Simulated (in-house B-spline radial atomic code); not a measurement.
Results of a calculation; reference values are marked as such.
**Making a Troullier-Martins p channel for Zr, r_c = 1.49 bohr**

Zr, [Kr] 4d2 5s2, non-relativistic LDA (VWN5), spherical and spin-unpolarised, from a B-spline radial code for spherical atoms (atomic units). The all-electron 4p level is ε = -1.186598 hartree, its outermost node lies just inside 0.58 bohr and its outer maximum at 1.19 bohr.

Inside r_c the pseudo-orbital is u(r) = r^2 exp(p(r)), with p = c0 + c2 r² + c4 r⁴ + … + c12 r¹². The seven coefficients follow from p and its first four derivatives at r_c, from zero curvature of the screened potential at the origin, c4 = −c2²/(2l + 5), and from the norm inside r_c. At r_c the all-electron orbital has P = 0.8560454, P' = -0.5770133, the screened potential V = -2.129905, V' = 3.312107, V'' = -7.01469, and the norm inside is Q = 0.6356119.

(1) What are p, p' and p'' at r_c?

For a trial c2 the five matching conditions are linear in c0, c6, c8, c10 and c12, and c2 is varied until the norm inside r_c equals Q. The root nearest zero gives:

| n | c_n |
| --- | --- |
| 0 | 0.2396013 |
| 2 | -0.1603642 |
| 4 | -0.003673809 |
| 6 | -0.3963355 |
| 8 | 0.2686957 |
| 10 | -0.07129419 |
| 12 | 0.006982523 |

(2) Check c4 and p(r_c), and find the screened pseudopotential at the origin.

Orbitals and screened potentials:

```tsv
r (bohr)	P	u	V all-electron	V pseudo
0.149	0.1208	0.02811	-156.6	-1.994
0.372	-0.4833	0.1718	-35.57	-2.162
0.596	0.07881	0.4203	-14.64	-2.845
0.82	0.6565	0.7107	-7.769	-3.864
1.043	0.924	0.9176	-4.719	-4.165
1.266	0.9527	0.9517	-3.089	-3.199
1.49	0.856	0.856	-2.13	-2.13
```

Logarithmic derivatives P'/P at R = 1.79 bohr, for energies E around ε:

| E − ε (hartree) | all-electron | pseudo |
| --- | --- | --- |
| -0.5 | 0.2567 | 0.254174 |
| -0.25 | -0.249097 | -0.250129 |
| -0.1 | -0.65319 | -0.653421 |
| 0 | -0.9878 | -0.987799 |
| 0.1 | -1.39754 | -1.39793 |
| 0.25 | -2.22971 | -2.23372 |
| 0.5 | -4.9397 | -4.98827 |

(3) With P(R) = 0.663771 and a norm of 0.8106288 inside R, what slope in energy does norm conservation fix?

Results:

(1) p = ln(P/r_c^2) = ln(0.8560454/2.2201) = -0.95298. p' = P'/P − 2/r_c = -0.67405 − 1.34228 = -2.01633. The radial equation gives p'' = 2(V − ε) − 2(2) p'/r_c − p'² = -1.88661 − (-5.41296) − 4.06557 = -0.53923. Differentiating, p''' = 2V' + 2(2)p'/r_c² − 2(2)p''/r_c − 2p'p'' = 2.2644, and p'''' = 2V'' − 4(2)p'/r_c³ + 4(2)p''/r_c² − 2(2)p'''/r_c − 2p''² − 2p'p''' = -8.625.

(2) −c2²/7 = -0.00367381, as listed. The terms c_n r_c^n are 0.23960, -0.35602, -0.01811, -4.33691, 6.52756, -3.84518, 0.83608, which sum to -0.95298. Inverting the radial equation, V_l(r) = ε + 2 p'/r + (p'' + p'²)/2, so V_l(0) = ε + (2l + 3) c2 = -1.186598 + 5 × (-0.160364) = -1.9884 hartree, finite where the all-electron potential diverges.

(3) d(P'/P)/dE = −2 × (norm inside R)/P(R)² = -3.6797 per hartree·bohr at E = ε, for both atoms, since orbital and norm agree at R. Differences over ±0.1 hartree give -3.7217 (all-electron) and -3.7225 (pseudo), which also hold third-order terms. Half a hartree below ε the two curves differ by -0.0025.
